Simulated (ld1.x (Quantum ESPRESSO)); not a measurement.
# Configuration tests for chromium (Cr) (RRKJ)

ld1.x (Quantum ESPRESSO) 7.5 input, shortened:

```
&input
   title='Cr', zed=24., rel=0, dft='PBE', iswitch=3,
   config='[Ar] 3d5 4s1 4p0'
 /
 &inputp
   pseudotype=2, tm=.false., rho0=0.02, lloc=2,
   nlcc=.false.
 /
3
3S  1  0   2.00   0.00  0.90  0.90  0.0
3P  2  1   6.00   0.00  1.05  1.05  0.0
3D  3  2   5.00   0.00  1.35  1.35  0.0
 &test
   configts(1)='3s2 3p6 3d5 4s1 4p0'
 /
```

Occupied shells without a wave of their own: 4s. They enter only through the test configuration that unscreens the potential.

Energies are relative to the spin-unpolarised reference configuration 3s2 3p6 3d5 4s1 4p0; without spin polarisation the order of configurations can differ from experiment.

```json
{"valence configuration": "3s2 3p6 3d5 4s0 4p0", "charge": "+1", "ΔE all-electron (eV)": "6.778", "error AE − PS (meV)": "+60"}
{"valence configuration": "3s2 3p6 3d4 4s0 4p0", "charge": "+2", "ΔE all-electron (eV)": "22.932", "error AE − PS (meV)": "+87"}
{"valence configuration": "3s2 3p6 3d3 4s0 4p0", "charge": "+3", "ΔE all-electron (eV)": "53.865", "error AE − PS (meV)": "+112"}
{"valence configuration": "3s2 3p6 3d4 4s1 4p1", "charge": "0", "ΔE all-electron (eV)": "3.636", "error AE − PS (meV)": "-34"}
{"valence configuration": "3s1 3p6 3d5 4s1 4p0", "charge": "+1", "ΔE all-electron (eV)": "78.802", "error AE − PS (meV)": "-24"}
{"valence configuration": "3s2 3p6 3d5 4s0.5 4p0", "charge": "+0.5", "ΔE all-electron (eV)": "2.653", "error AE − PS (meV)": "+26"}
{"valence configuration": "3s2 3p6 3d5.5 4s0.5 4p0", "charge": "0", "ΔE all-electron (eV)": "0.647", "error AE − PS (meV)": "+20"}
```
